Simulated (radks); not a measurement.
Correlation energies from several functionals, in hartree. Species: Cs4+ [Kr] 4d10 5s2 5p3; N [He] 2s2 2p3; Al3+ [Ne]; Yb63+ [He] 2s2 2p3. Calculated with a radial shooting solver on a logarithmic mesh with Libxc functionals: non-relativistic Kohn-Sham, PBE, spin-polarised, spherical densities, point nucleus. Every spin shell is full or empty, so the densities are truly spherical. Functionals are evaluated on that one density, not self-consistently.

functional,Cs4+,N,Al3+,Yb63+
PW92,-5.0575,-0.42616,-0.84882,-0.90824
Wigner,-2.6850,-0.26713,-0.53211,-0.30134
Chachiyo,-4.9929,-0.41254,-0.83373,-0.88422
PBE,-2.8091,-0.17861,-0.38267,-0.22974
PW91,-3.0426,-0.19689,-0.42355,-0.31356
OP (B88),-2.5666,-0.19313,-0.42416,-0.29953
TPSS,-2.8096,-0.18346,-0.38603,-0.23586
SCAN,-2.8063,-0.18043,-0.37217,-0.24175
r2SCAN,-2.8241,-0.18149,-0.37547,-0.24436
B95,-3.4713,-0.19051,-0.45319,-0.42802
Tao-Mo,-2.7182,-0.15232,-0.34649,-0.20395
